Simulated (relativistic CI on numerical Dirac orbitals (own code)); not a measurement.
Au⁴⁺: L2,3 absorption edge

Computed with this model: Dirac-Coulomb-Breit CI, KLI orbitals optimised for each configuration, model QED, valence Slater integrals scaled by 0.7, multiplet model of core-to-valence dipole absorption; configurations [Xe] 4f14 5d7 → [He] 2s2 2p5 3s2 3p6 3d10 4s2 4p6 4d10 4f14 5s2 5p6 5d8; 80 K; Lorentzian 7.5 eV and Gaussian 1 eV FWHM. Energies are those of the free ion, without screening or charge transfer. The branching ratio is the share of the lower-energy edge in the whole absorption, uncertain by about 0.02 where the edges overlap. S is read from ⟨S²⟩ = S(S + 1).

Field parameters in Wybourne normalisation: Oh B⁴₀ = 21Dq, B⁴₄ = √(5/14) B⁴₀. The field is a parameter set, without covalency.

free ion: ground-state S = 1.33, centroid 11963.47 eV, branching ratio 0.975. Peaks (eV, height): 11918.0 (100).

Oh, 10Dq = 29850 cm⁻¹: ground-state S = 0.66, centroid 12160.67 eV, branching ratio 0.867. Peaks (eV, height): 11919.0 (100), 13735.5 (15).

Oh, 10Dq = 40550 cm⁻¹: ground-state S = 0.58, centroid 12224.00 eV, branching ratio 0.832. Peaks (eV, height): 11919.5 (100), 13736.0 (20).

The statistical ratio of this edge is 2/3 = 0.667. Values above it arise where the holes sit mainly in the j = l + 1/2 valence subshell or the ground state has high spin; values below it where core-valence Coulomb terms move weight to the upper edge, as in nearly empty shells. At deep edges of heavy elements the radial integrals of the two core levels differ, which raises the baseline.

Strongest unbroadened transitions for Oh, 10Dq = 29850 cm⁻¹:

```tsv
Energy (eV)	Relative strength
11917.67	3.8
11917.93	100.0
11918.05	57.3
11919.03	22.0
11919.07	41.8
11919.13	87.4
11920.25	56.2
11921.07	0.2
11921.27	0.4
11921.32	0.8
11921.33	0.2
11921.66	1.3
11922.35	0.4
11922.79	0.2
13734.20	2.1
13734.27	19.8
13735.50	23.0
13736.69	11.0
```
